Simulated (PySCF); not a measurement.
**ZrH and its ions**

UHF-CCSD(T); PySCF, scalar-relativistic core potentials, basis sets Zr def2-TZVPPD with ECP28, H def2-TZVPPD. Neutral (UHF): quartet (σ ↑, π ↑, δ ↑), Re = 1.874 Å, ωe = 1563 cm⁻¹, De = 2.39 eV.

ZrH⁺ (UHF): triplet (σ ↑, δ ↑), Re = 1.806 Å, ωe = 1738 cm⁻¹, De = 2.61 eV to Zr⁺ (4d2 5s1) + H. The energies at the minima are -47.31527 hartree for ZrH and -47.08250 for ZrH⁺.

**Question.** Work out the adiabatic ionisation energy, without and with harmonic zero-point energies (1 hartree = 27.2114 eV, 1 eV = 8065.5 cm⁻¹), and the change of the bond length.

**Answer.** At UHF-CCSD(T): 0.23277 hartree = 6.334 eV between the minima; the zero-point term (1738.0 − 1563.0)/2 cm⁻¹ = +0.011 eV makes it 6.345 eV. Re changes by -6.8 pm against the neutral. The electron leaves a π orbital, which is non-bonding in a hydride.

Correlated steps freeze no core orbitals. These are scalar-relativistic numbers at best; spin–orbit coupling would shift them, the dissociation energy most. For an ion De counts to the pair picked by the measured ionisation energies or electron affinities, which need not be the lowest pair at this level. The state is the lowest single determinant that the PBE0 search found; with open d or f shells the true ground state can be another one.
